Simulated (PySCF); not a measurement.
How the method changes the constants of TcS

State: ⁶Σ⁺ (sextet), unpaired electrons σ ↑, π ↑↑, δ ↑↑. Set-up: basis Tc def2-TZVPP with ECP28, S def2-TZVPP; scalar-relativistic core potentials; PySCF 2.14. De refers to Tc (4d5 5s2) + S in their high-spin ground configurations, without counterpoise correction. The functionals are run spin-unrestricted. A positive dipole means Tc(−)S(+).

```csv
Level,Re (Å),ωe (cm⁻¹),De (eV),μ (D),"CPU s a point (SCF and correlation, without the integrals)"
ROHF,2.173,467,n/a,-7.90,1.6
ROHF-MP2,2.063,571,n/a,n/a,3.3
ROHF-SCS-MP2,2.080,550,n/a,n/a,n/a
ROHF-CCSD,2.122,512,3.44,n/a,n/a
ROHF-CCSD(T),2.126,504,3.80,n/a,250
PBE,2.118,506,n/a,-3.88,3.2
r²SCAN,2.112,519,n/a,-4.28,3.1
TPSSh,2.119,512,n/a,-4.46,6.3
B3LYP,2.126,503,n/a,-4.44,3.8
PBE0,2.107,521,n/a,-4.64,4.2
B97-3,2.123,499,n/a,-4.82,3
M06,2.121,498,n/a,-4.68,12
ωB97M-V,2.106,527,n/a,-5.08,12
```

(1) What does a quarter of exact exchange do here, going from PBE to PBE0?

(2) What does the step from GGA to meta-GGA do here, going from PBE to r²SCAN?

(3) What does second-order correlation do here, going from ROHF to ROHF-MP2?

Correlated steps freeze 5 core orbitals. De is left out where the level can put another filling of the metal’s s and d shells below the measured ground configuration, by anything from nothing to about 1 eV. Spin–orbit coupling is left out, which matters for elements this heavy, above all for dissociation energies. The CCSD T1 diagnostic is raised, a sign that a single reference may not be enough here. With d or f electrons several states lie close, and the lowest PBE0 determinant need not be the measured ground state.

The whole job (state search and all levels along the bond) took about 27 min on 2 threads of Arm Neoverse V1 (shared host), peak memory 4.5 GiB.

## Answers

(1) PBE0 less PBE: -1.1 pm in Re, +3.0 % in ωe. Exact exchange removes part of the self-interaction that spreads semilocal densities, and in most molecules shortens and stiffens the bond and lowers De; so it does here.

(2) r²SCAN less PBE: -0.6 pm in Re, +2.6 % in ωe. 

(3) ROHF-MP2 less ROHF: -11.0 pm in Re, +22.3 % in ωe. Correlation nearly always deepens the well. The bond shortens, as in weak, metallic or heavy-atom bonds, where dispersion and the correlation of outer-core electrons pull the atoms together.
